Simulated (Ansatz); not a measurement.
Total energies of CH2BrFO2Si (`O[Si@@]1(Br)O[C@H]1F`).

Z-matrix (Å, degrees):
```
Si
Br 1 2.173
O 1 1.648 2 118.4
O 1 1.617 2 107.3 3 138.9
C 1 1.804 2 125.2 3 -58.7
H 4 0.962 1 116.5 2 -175.0
F 5 1.360 1 120.2 2 -162.0
H 5 1.088 1 129.3 2 3.8
```

Charge 0, multiplicity 1. Correlated methods include outer-core shells of Br, which these sets cover unevenly. Scalar relativity is left out up to krypton. Geometry: relaxed with PBE0-D4/def2-TZVP. It is one conformer, not always the lowest. Basis def2-TZVPP, the Gaussian-basis code of Ansatz.

RPA on PBE orbitals: Hartree–Fock energy of these orbitals -3149.68636 Eh, correlation -1.91357 Eh (frozen core).

| functional | energy without D4 (Eh) | D4 term (kJ/mol) |
| --- | --- | --- |
| PBE | -3152.64689 | -21.3 |
| revPBE | -3153.09706 | -60.9 |
| r2SCAN | -3153.30564 | -5.0 |
| B97M-V | -3152.85955 | – |
| B3LYP | -3153.51856 | -34.7 |
| r2SCAN0 | -3153.25597 | -6.0 |
| HSE06 (plane-wave form) | -3152.74493 | -16.9 |
| BHLYP | -3153.33139 | -28.0 |
| CAM-B3LYP | -3153.52023 | -18.5 |
| ωB97X-V | -3153.09905 | – |

(1) Give the same for LDA (SPW92), BLYP, PBE0, r2SCANh, LC-ωPBE, ωB97M-V, B2PLYP, PBE-QIDH. (Estimate.)

B3LYP takes the VWN-RPA correlation (the form of Gaussian; ORCA's B3LYP/G). HSE06 is the plane-wave form, built on full-range PBE exchange. The double hybrids freeze the cores in their second-order part.

Answers

(1) Ansatz gave: 
| functional | energy without D4 (Eh) | D4 term (kJ/mol) |
| --- | --- | --- |
| LDA (SPW92) | -3146.72540 | – |
| BLYP | -3153.45653 | -46.6 |
| PBE0 | -3152.75901 | -18.1 |
| r2SCANh | -3153.28506 | -5.4 |
| LC-ωPBE | -3152.85960 | – |
| ωB97M-V | -3153.24318 | – |
| B2PLYP | -3152.79545 | – |
| PBE-QIDH | -3152.32747 | – |

LC-ωPBE has ω = 0.4 bohr⁻¹.
